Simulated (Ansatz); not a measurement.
Mulliken charges of `[SiH3]C1N=[C]1[ZnH]` from r2SCAN/def2-TZVPP in Ansatz (PBE0-D4/def2-TZVP geometry).

| atom | x (Å) | y (Å) | z (Å) | charge (e) |
| --- | --- | --- | --- | --- |
| Si1 | -1.347 | -1.019 | 0.362 | 0.316 |
| C2 | 0.187 | -0.088 | 0.854 | -0.132 |
| N3 | 1.546 | -0.597 | 0.387 | -0.224 |
| C4 | 1.143 | 0.463 | -0.147 | 0.046 |
| Zn5 | 1.655 | 1.782 | -1.456 | 0.289 |
| H6 | -2.558 | -0.207 | 0.670 | -0.084 |
| H7 | -1.304 | -1.284 | -1.103 | -0.088 |
| H8 | -1.472 | -2.319 | 1.078 | -0.074 |
| H9 | 0.201 | 0.369 | 1.845 | 0.047 |
| H10 | 2.032 | 2.848 | -2.488 | -0.096 |

By hand: the dipole of these point charges (1 e Å = 4.8032 D).

Σ q r = (-0.013, 0.406, -0.226) e Å, of length 0.465 e Å = 2.23 D.

How does the dipole of the full density compare? (Estimate.)

Ansatz gave: (0.019, 0.470, -0.164) e Å, 2.39 D; the point charges give 0.93 times that, at 11° from its direction.

Point charges leave out the atoms' own dipoles, such as those of lone pairs, and Mulliken's split depends on the basis, so the close match here is no proof of good charges.
